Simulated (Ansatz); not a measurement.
Consider the formal exchange of groups at a C–N bond: `CNC1C[SiH2]1` + `CC[SiH]` → `CC(C)[SiH]` + `NC1C[SiH2]1`.

Program: Ansatz. Geometries: PBE0-D4/def2-TZVP. ΔE: electronic, gas phase. CBS: MP2 limit from def2 TZ/QZ plus the TZ coupled-cluster correction, frozen cores. DFT in def2-TZVPP. Each species was taken in one conformer, which may not be the lowest.

| level | ΔE (kJ/mol) |
| --- | --- |
| PBE0 | -29.7 |
| CCSD(T)/def2-TZVPP | -20.9 |

**Question.** What does CCSD(T)/CBS give? (An estimate is asked.)

**Answer.** The calculation gave: -22.4 kJ/mol. The listed levels differ from it by -7.3, 1.5 kJ/mol.

Largest T1 diagnostic among the species: 0.012.

In def2-TZVPP, CCSD(T) changes the Hartree–Fock value by −25.1 kJ/mol (the triples alone add −4.7 kJ/mol) and MP2 by −33.0 kJ/mol. Leaving LDA and LC-ωPBE aside and taking each functional with its dispersion term where it has one, the values, not all of them listed here, spread over 19.1 kJ/mol, from PBE-D4 to BHLYP-D4. LDA lies −12.3 kJ/mol from PBE without D4.
